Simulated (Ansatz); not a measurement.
AlGaH₅N (`[NH2][AlH][GaH2]`). Total charge 0; spin multiplicity 1. The structure was optimised at the PBE0-D4/def2-TZVP level. It is one conformer, not always the lowest.

```xyz
8

N    -0.195    1.043   -1.484
Al    0.654   -0.159   -0.496
Ga   -0.298   -0.847    1.733
H    -1.057    1.505   -1.241
H     0.126    1.365   -2.384
H     2.001   -0.727   -1.127
H    -1.292   -2.064    1.909
H     0.062   -0.116    3.089
```

Task: What is the dipole moment at B3LYP/def2-TZVPP? (Estimate.)

Result: Computed: 1.58 D, with components (-0.47, 1.02, -1.11) D in this frame, pointing from negative to positive charge.

Task: And with PBE, r2SCAN, ωB97M-V? (An estimate is asked.)

Result: The calculation gave: PBE 1.63 D, r2SCAN 1.64 D, ωB97M-V 1.57 D.

Task: Give the Mulliken charges with B3LYP, ωB97M-V, PBE in def2-TZVPP. (An estimate is asked.)

Result: Computed: 
```
atom  B3LYP  ωB97M-V    PBE
  N1  -0.40    -0.37  -0.39
 Al2   0.40     0.38   0.34
 Ga3   0.04    -0.01   0.00
  H4   0.13     0.11   0.14
  H5   0.13     0.11   0.14
  H6  -0.15    -0.12  -0.13
  H7  -0.07    -0.05  -0.06
  H8  -0.07    -0.05  -0.06
```

B3LYP here is the variant with VWN-RPA as its local correlation; programs differ in this.
